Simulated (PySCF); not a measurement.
C₃H₇Te, multiplicity 2. Atoms are numbered in the order given.

```xyz
11

C      1.9385    -0.1335    -1.2706
C      1.3053     0.4227     0.0000
C      1.9385    -0.1335     1.2706
Te    -0.8683    -0.0155     0.0000
H      1.8533    -1.2308    -1.3129
H      3.0130     0.1245    -1.2924
H      1.4802     0.2816    -2.1816
H      1.3637     1.5204     0.0000
H      1.8533    -1.2308     1.3129
H      3.0130     0.1245     1.2924
H      1.4802     0.2816     2.1816
```
Charge 0, spin multiplicity 2.

Geometry optimised at B3LYP-D3(BJ)/def2-SVP. A frequency run showed that this geometry is not a minimum. The isomer is the one that the SMILES or the coordinates give; other isomers of the formula were not compared. The def2 effective core potentials stand for the cores of Te; spin–orbit coupling is left out.

Level of theory: B3LYP-D3(BJ)/def2-SVP (PySCF).

Frequencies are harmonic and unscaled.

| mode | ν (cm⁻¹) | IR (km/mol) | moving atoms (share of kinetic energy) |
|---|---|---|---|
| 1 | 82i | 0.2 | C 74 %, H 21 % |
| 2 | 241 | 0.1 | C 49 %, H 33 %, Te 18 % |
| 3 | 247 | 0.0 | H 98 % |
| 4 | 273 | 0.1 | H 88 %, C 8 % |
| 5 | 390 | 0.8 | C 58 %, H 41 % |
| 6 | 493 | 1.6 | C 65 %, H 31 % |
| 7 | 884 | 0.9 | C 67 %, H 33 % |
| 8 | 892 | 3.0 | H 90 %, C 10 % |
| 9 | 946 | 0.2 | H 79 %, C 21 % |
| 10 | 1013 | 2.7 | H 85 %, C 15 % |
| 11 | 1091 | 0.0 | C 75 %, H 25 % |
| 12 | 1163 | 38.7 | H 50 %, C 50 % |
| 13 | 1213 | 46.4 | H 70 %, C 30 % |
| 14 | 1291 | 0.3 | H 81 %, C 19 % |
| 15 | 1385 | 3.7 | H 79 %, C 21 % |
| 16 | 1400 | 3.8 | H 80 %, C 20 % |
| 17 | 1448 | 0.6 | H 94 % |
| 18 | 1458 | 1.0 | H 97 % |
| 19 | 1468 | 8.7 | H 96 % |
| 20 | 1477 | 5.6 | H 96 % |
| 21 | 3009 | 19.5 | H 96 % |
| 22 | 3012 | 42.4 | H 97 % |
| 23 | 3084 | 3.5 | H 91 %, C 9 % |
| 24 | 3084 | 2.9 | H 92 %, C 8 % |
| 25 | 3095 | 20.1 | H 91 %, C 9 % |
| 26 | 3117 | 10.8 | H 90 %, C 10 % |
| 27 | 3122 | 24.8 | H 91 %, C 9 % |
